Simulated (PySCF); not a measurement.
## Field gradients at the hydrogen positions

Species: C8H13ClSi.
Numbering: `[CH:1]#[C:2][C@@H:3]([CH2:4][CH3:5])[Si@@H:6]([Cl:7])[C:8](=[CH2:9])[CH3:10]` (hydrogens: H11 on C1; H12 on C3; H13, H14 on C4; H15, H16, H17 on C5; H18 on Si6; H19, H20 on C9; H21, H22, H23 on C10)

Geometry (GFN2-xTB, Å), atoms numbered from 1 in this order:
```xyz
23
C8H13ClSi angstrom
C      0.8466    0.7683    2.6048
C      0.8689    0.8684    1.4116
C      0.8851    0.9491   -0.0309
C      1.5235   -0.3140   -0.6319
C      2.9934   -0.4390   -0.2503
Si    -0.8937    1.2525   -0.7039
Cl    -0.7286    1.6517   -2.6863
C     -1.9572   -0.2864   -0.4338
C     -2.3680   -1.0587   -1.4326
C     -2.2987   -0.6068    0.9910
H      0.8395    0.6934    3.6510
H      1.5078    1.8097   -0.3047
H      1.4327   -0.2760   -1.7197
H      0.9787   -1.1938   -0.2821
H      3.5601    0.4092   -0.6298
H      3.1024   -0.4681    0.8319
H      3.4183   -1.3492   -0.6673
H     -1.4752    2.4280   -0.0507
H     -2.9607   -1.9452   -1.2634
H     -2.1337   -0.8378   -2.4601
H     -1.3911   -0.6810    1.5880
H     -2.8525   -1.5404    1.0623
H     -2.9023    0.1932    1.4171
```

Level: PBE0/pcSseg-1 (PySCF, non-relativistic); Q(2H) = 0.00286 b; rigid geometry, the same for H and D, with no vibrational averaging.

**Question.** Rank these positions by the coupling χzz of a deuteron there, largest first.
A. H23 (methyl hydrogen)
B. H19 (vinylic hydrogen)
C. H18 (Si–H hydrogen)
D. H11 (alkyne hydrogen)
E. H13 (methylene hydrogen)

**Answer.** D (267 kHz), B (223 kHz), A (210 kHz), E (201 kHz), C (107 kHz).

**Question.** What are Vzz, η and χzz (234.96 MHz × Q × Vzz) at all hydrogens?

**Answer.** 
```
atom  bonded to  bond length (Å)  Vzz (au)     η  χzz (kHz)
 H11         C1            1.049    0.3979  0.00        267
 H12         C3            1.097    0.2963  0.03        199
 H13         C4            1.092    0.2998  0.04        201
 H14         C4            1.092    0.3001  0.04        202
 H15         C5            1.088    0.3135  0.03        211
 H16         C5            1.088    0.3100  0.02        208
 H17         C5            1.088    0.3162  0.02        212
 H18        Si6            1.465    0.1587  0.03        107
 H19         C9            1.080    0.3313  0.05        223
 H20         C9            1.077    0.3328  0.05        224
 H21        C10            1.089    0.3047  0.04        205
 H22        C10            1.088    0.3140  0.04        211
 H23        C10            1.089    0.3120  0.03        210
```

**Question.** Average by the element that carries the hydrogen.

**Answer.** on C: 214 kHz over 12 positions, mean bond length 1.085 Å; on Si: 107 kHz over 1 position, mean bond length 1.465 Å.

**Question.** How does χzz go with the bond length over the 12 C–H bonds?

**Answer.** A straight-line fit has a slope of -14.6 kHz for each 0.01 Å, with a correlation coefficient of -0.99, over lengths from 1.049 to 1.097 Å. The longer bonds have the smaller couplings here.

**Question.** A static deuteron (I = 1) shows a doublet split by (3/2)χ, (3/4)χ(1 + η) and (3/4)χ(1 − η) with the field along z, y and x of the gradient. What are these for H19?

**Answer.** With |χ| = 222.6 kHz and η = 0.047: 334, 175 and 159 kHz, to first order and without motion.

The structure is a single GFN2-xTB conformer in the gas phase; no vibrational or solvent corrections. GFN2-xTB bond lengths can be off by several hundredths of an ångström, more for odd bonds, and the gradients follow them. With so small a basis the couplings can be 20 % off.

These values come from a run that also computed NMR shieldings. On one thread, AMD EPYC (x86_64), no GPU, on a shared host, this took 2.2 min of wall time and 1.2 GiB of memory at its peak.
